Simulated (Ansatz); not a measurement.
C₅H₈O₂S, SMILES `CC1C=CCS1(=O)=O` at its PBE0-D4/def2-TZVP geometry, where that method's forces vanish. Total charge 0; spin multiplicity 1.

```
atom   x (Å)   y (Å)   z (Å)
  C1   1.637  -0.382  -1.218
  C2   0.373  -0.658  -0.428
  C3  -0.872  -0.039  -0.974
  C4  -1.681   0.570  -0.113
  C5  -1.260   0.564   1.318
  S6   0.462   0.040   1.248
  O7   1.288   1.217   1.214
  O8   0.725  -0.992   2.212
  H9   2.508  -0.827  -0.735
 H10   1.807   0.691  -1.310
 H11   1.544  -0.813  -2.217
 H12   0.243  -1.735  -0.274
 H13  -1.072  -0.087  -2.039
 H14  -2.600   1.060  -0.410
 H15  -1.293   1.545   1.796
 H16  -1.809  -0.156   1.929
```

Task: For each bond, give half the difference of the two atoms' forces along it (eV/Å; positive pushes the atoms apart) under PBE-D4, r2SCAN-D4, B3LYP-D4, ωB97M-V in def2-TZVPP. (Estimate.)

Result: Computed: 
```
  bond  length (Å)  PBE-D4  r2SCAN-D4  B3LYP-D4  ωB97M-V
 C1–C2       1.516   -0.03       0.09      0.13     0.15
 C1–H9       1.091    0.10      -0.03     -0.07    -0.07
C1–H10       1.090    0.12      -0.03     -0.07    -0.07
C1–H11       1.092    0.10      -0.04     -0.07    -0.07
 C2–C3       1.494   -0.15      -0.03      0.12     0.23
C2–H12       1.095    0.10      -0.05     -0.16    -0.16
 C3–C4       1.329    0.44       0.21      0.05    -0.11
C3–H13       1.084    0.00      -0.10     -0.15    -0.11
 C4–C5       1.491   -0.15       0.00      0.17     0.30
 C5–S6       1.802   -0.04       0.09      0.15    -0.02
C5–H15       1.092    0.09      -0.05     -0.14    -0.12
C5–H16       1.093    0.09      -0.04     -0.12    -0.13
 S6–O7       1.438    0.78       0.26      0.21     0.06
 S6–O8       1.437    0.73       0.22      0.17     0.05
```

B3LYP here is the variant with VWN-RPA as its local correlation; programs differ in this.
